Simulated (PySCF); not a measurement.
PySCF input for C2H4GeN2, SMILES N#C/N=[CH]\[GeH3], C-PCM-PBE0/def2-SVP. The structure is a stationary point at PBE0-D3(BJ)/def2-SVP. The structure was generated by enumeration; whether it is a known compound was not checked.

```python
import numpy as np
from pyscf import gto, scf, dft
from pyscf.solvent import pcm

mol = gto.M(
    atom='''
    N     2.67320596   -0.89088415   -0.80834855
    C     2.05307074   -0.02676387   -0.33500595
    N     1.46964501    1.03395784    0.21908050
    C     0.21298413    1.10622306    0.44850347
    Ge   -1.18368726   -0.24639061    0.07874550
    H    -0.11408634    2.05149793    0.91279774
    H    -1.81348281   -0.61916061    1.42949025
    H    -2.23753802    0.43280770   -0.80888732
    H    -0.55318632   -1.45891646   -0.60936550
    ''',
    basis='def2-SVP',
    charge=0,
    spin=0,
    max_memory=1600,
    verbose=3,
)
mf = dft.RKS(mol, xc='pbe0').density_fit(auxbasis='def2-universal-jkfit')
mf.grids.level = 3
mf.conv_tol = 1e-9
mf.max_cycle = 100
mf.kernel()
res = {}
for name, eps in {'water': 78.355, 'acetone': 20.493, 'methanol': 32.613}.items():
    s = mf.PCM()
    s.with_solvent.method, s.with_solvent.eps, s.with_solvent.lebedev_order = 'C-PCM', eps, 29
    s.kernel(mf.make_rdm1())
    res[name] = (s.e_tot, eps, s.dip_moment(), s.mo_energy, s.converged)
    print(f'{name}: electrostatic solvation free energy {(s.e_tot - mf.e_tot) * 627.509474:.3f} kcal/mol')
```

Log of the run:

```
converged SCF energy = -2264.17074791988

WARN: PCM is an experimental feature. It is still in testing.
Features and APIs may be changed in the future.

converged SCF energy = -2264.1811723261
Dipole moment(X, Y, Z, Debye): -5.36082,  2.18460,  1.79375
water: electrostatic solvation free energy -6.541 kcal/mol

WARN: PCM is an experimental feature. It is still in testing.
Features and APIs may be changed in the future.

converged SCF energy = -2264.18069296429
Dipole moment(X, Y, Z, Debye): -5.29649,  2.14885,  1.76796
acetone: electrostatic solvation free energy -6.241 kcal/mol

WARN: PCM is an experimental feature. It is still in testing.
Features and APIs may be changed in the future.

converged SCF energy = -2264.18093297193
Dipole moment(X, Y, Z, Debye): -5.32865,  2.16673,  1.78086
methanol: electrostatic solvation free energy -6.391 kcal/mol
```

The calculation finished and met its thresholds.

Cost: roughly 90 core-seconds.
